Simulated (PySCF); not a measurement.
## Computed structure and properties of [La(HCN)]3+

System: [La(HCN)]3+ (singlet); start: template (C∞v). Method: PySCF 2.14.0, RKS PBE0, La lcecp-1-SVP with ECP46, N def2-SVP, C def2-SVP, H def2-SVP; non-relativistic Hamiltonian with scalar-relativistic core potentials where named; density fitting; no spin-orbit coupling.

Input of the relaxation:

```python
mol = gto.M(atom='''
La     0.00000     0.00000    -0.52397
N      0.00000     0.00000     2.09603
C      0.00000     0.00000     3.25603
H      0.00000     0.00000     4.32603''',
    basis={'La': 'lcecp-1-SVP', 'N': 'def2-SVP', 'C': 'def2-SVP', 'H': 'def2-SVP'},
    ecp={'La': 'lcecp-1-SVP'},
    charge=3, spin=0)
mf = dft.RKS(mol, xc='PBE0')
mf.grids.atom_grid = (50, 194)  # f atoms: unpruned, at least (60, 302)
mf = mf.density_fit()  # fitting sets: La AutoAux, N def2-universal-JKFIT, C def2-universal-JKFIT, H def2-universal-JKFIT
mf.conv_tol = 1e-08; mf.max_cycle = 55
mf.kernel(dm0)  # dm0: converged density of the start geometry
# quasi-Newton relaxation in Cartesian coordinates to a largest gradient under 0.00045 Eh/bohr, steps kept in the point group
```

Run from Python with OMP_NUM_THREADS=2; the lines above give its settings. Where DIIS fails, smearing, a level shift and second-order steps follow.
It took 59 s on 2 threads of Intel(R) Xeon(R) Processor @ 2.50GHz (Skylake/Cascade Lake) (shared host), from the converged density of the start.

Course of the relaxation:

```csv
step,energy above end (eV),largest force component within the symmetry (eV/Å)
0,0.2812,1.712
1,0.1183,1.320
2,0.0105,0.600
3,0.0013,0.196
4,0.0001,0.061
5,0.0000,0.028
6,0.0000,0.025
7,0.0000,0.000
```

Relaxed geometry (C∞v):

```xyz
4

La    0.0000    0.0000   -0.3478
N     0.0000    0.0000    2.0204
C     0.0000    0.0000    3.1846
H     0.0000    0.0000    4.2969
```

```tsv
contact	Å
La1–N2 (HCN)	2.368
```

On the finer grid (75, 302):

```
HOMO                                                          : -26.25 eV
LUMO                                                          : -19.15 eV
Dipole about the centre of mass                               : 3.43 D
Set of Mulliken populations of La1 outside the core potential : s 2.04, p 6.03, d 0.33, f 0.02
D3(BJ) dispersion energy (not in the energies)                : -0.076 eV
```

| atom | Mulliken (e) | Löwdin (e) | spin (e) |
| --- | --- | --- | --- |
| La1 | 2.58 | 2.44 | 0.00 |
| N2 | -0.23 | -0.11 | 0.00 |
| C3 | 0.34 | 0.49 | 0.00 |
| H4 | 0.31 | 0.17 | 0.00 |

The large-core potential holds the 4f shell empty.

On the grid (50, 194), as all that follows. Harmonic modes: a minimum; lowest 256 cm⁻¹ (negative: unstable), highest 3191 cm⁻¹, zero-point energy 0.494 eV.

Taking off one HCN (charge 0, singlet; the rest: singlet) in vacuum, both parts rigid, costs 4.95 eV; the small basis without counterpoise inflates it. Parting with an electron moved from the ligand to the metal can be far cheaper, even downhill.

Rigid scan of HCN along the line from its metal:

| distance to N2 (Å) | energy (eV) |
| --- | --- |
| 2.07 | 0.746 |
| 2.17 | 0.289 |
| 2.27 | 0.063 |
| 2.37 | 0.000 |
| 2.47 | 0.049 |
| 2.57 | 0.173 |
| 2.77 | 0.548 |

One start shape was tried, so this needn't be the lowest isomer.
